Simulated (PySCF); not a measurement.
**Polarisability and C₆ of Al⁻ (aluminium, charge -1)**

[Ne] 3s2 3p2, high-spin 3P determinant. All numbers are calculated (PySCF 2.14, the spin-free X2C one-electron Hamiltonian (Gaussian nucleus), in aug-cc-pVQZ-DK (7s6p4d3f2g, 84 functions)). Coupled (time-dependent) response in atomic units; α is the mean over directions.

```csv
method,mean α (bohr³),"α xx, yy, zz",C₆ (like pair),S(−4)
UHF,355.3,"181.3, 442.3, 442.3",6843,107400
```

S(−4) is the Cauchy moment in α(ω) = α(0) + S(−4) ω² + …

α(iu) at UHF:

| u (hartree) | α(iu) (bohr³) |
| --- | --- |
| 0 | 355.3 |
| 0.0500 | 224.8 |
| 0.100 | 129.5 |
| 0.200 | 57.03 |
| 0.300 | 31.56 |
| 0.500 | 13.63 |
| 0.750 | 6.650 |
| 1.00 | 3.943 |
| 1.50 | 1.883 |
| 2.00 | 1.122 |
| 3.00 | 0.5487 |
| 5.00 | 0.2241 |

A single London oscillator, α(iu) = α/(1 + u²/ω²), gives C₆ = (3/4) ω α². Matching the computed C₆ needs ω = 4 × 6843 / (3 × 355.3²) = 0.0723 hartree.

For an ion, C₆ is the dispersion term alone; charge-induced terms of lower order in 1/R come first.

The components differ because the open shell of this determinant is not spherical; for a pure term their mean is the scalar polarisability.
